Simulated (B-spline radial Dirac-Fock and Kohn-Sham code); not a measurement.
# I²⁺: non-radiative channels of the 2s vacancy

System: iodine as I²⁺, 1s2 2s2 2p6 3s2 3p6 3d10 4s2 4p6 4d10 5s2 5p3, inside a Watson sphere of charge -2 and radius 1.8 Å (a model of the Madelung potential; inside it an electron's potential energy is raised by 16.0 eV).

Input of the calculation (task.json; shells as n, l, electrons):

```json
{"items": [{
  "Z": 53,
  "q": 2,
  "cfg": [[1, 0, 2], [2, 0, 2], [2, 1, 6], [3, 0, 2], [3, 1, 6], [3, 2, 10], [4, 0, 2], [4, 1, 6], [4, 2, 10], [5, 0, 2], [5, 1, 3]],
  "A": 127,
  "rrms": 4.75,
  "watson": [-2, 1.8],
  "do": ["binding", "quiet", "decay"],
  "holes": ["K", "L1", "L2", "L3", "M1", "M2", "M3", "M4", "M5", "N1", "N2", "N3", "N4", "N5"]
}]}
```

Run with: `python xray_run.py task.json out`

These are calculated numbers from a B-spline atomic structure program; the model is independent-particle rates on relativistic LDA orbitals of the hole state (multipoles up to L = 3, Coulomb Auger matrix elements, transition energies from Dirac-Fock). Kinetic energies are configuration averages from the vacuum level; the two-hole energies are estimated from single-hole states.

```tsv
transition	kinetic energy (eV)	width (meV)	share (%)
L1-L2N1	104.3	187	5.8
L1-L2N2	–	127	3.9
L1-L2N3	167.6	165	5.2
L1-L2N4	254.3	46.0	1.4
L1-L2N5	255.8	76.4	2.4
L1-L3N1	399.1	249	7.8
L1-L3N2	–	110	3.4
L1-L3N3	462.8	203	6.3
L1-L3N4	548.7	207	6.5
L1-L3N5	550.9	268	8.4
L1-L3O1	598.0	38.8	1.2
L1-M1M1	2980.4	44.5	1.4
L1-M1M2	3129.7	89.1	2.8
L1-M1M3	3187.1	165	5.1
L1-M1M4	3426.5	134	4.2
L1-M1M5	3438.3	188	5.9
L1-M2M5	3577.5	50.5	1.6
L1-M3M4	3624.0	34.0	1.1
L1-M4M5	3877.8	274	8.5
L1-M5M5	3890.4	76.2	2.4
L1-M1N3	3946.5	32.3	1.0
L1-M1N5	4034.0	28.9	0.9
L1-M4N5	4478.3	31.1	1.0
L1-M5N4	4487.9	30.7	1.0
```

A dash stands for an energy that rests on an unreliable hole state.

Coster-Kronig rates are the weakest part of this model and often come out 1.5 to 2.5 times too large. The listed channels hold 89 % of the non-radiative rate. Summed by principal shells, of 3.21 eV in all: LLN 51.1 %, LMM 34.3 %, LMN 9.8 %, LLO 3.3 %, LNN 0.7 %, LMO 0.6 %.
